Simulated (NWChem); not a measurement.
Molecule: CH4OZn; SMILES [ZnH][O]C

```xyz
7

Zn     0.2575    -0.7262     0.0016
H      0.0058    -2.2227    -0.0161
O      0.7069     0.9862     0.0235
C     -0.0764     2.1264     0.0041
H     -0.7940     2.1906     0.8498
H      0.5643     3.0265     0.0733
H     -0.6726     2.2401    -0.9265
```
Atoms are numbered in this order, from 1.

Results from NWChem. Pople sets run with spherical d functions. The geometry was optimised at PBE0/def2-SVP. Vzz is the largest principal value of the second derivative of the potential at the nucleus (NWChem prints the opposite sign); η is the asymmetry. Non-relativistic.

```
level            Vzz Zn1 (a.u.)       η Zn1  Vzz O3 (a.u.)  η O3
---------------  --------------  ----------  -------------  ----
B3LYP/def2-SVP           -1.474        0.20          1.658  0.39
B3LYP/def2-TZVP      (withheld)  (withheld)          1.653  0.35
PBE0/def2-SVP            -1.556        0.18          1.669  0.38
PBE0/6-31G*              -1.491        0.18          1.592  0.34
```

### Question
What belongs in the gaps?

### Answer

- B3LYP/def2-TZVP, Vzz Zn1 (a.u.): -2.573
- B3LYP/def2-TZVP, η Zn1: 0.13
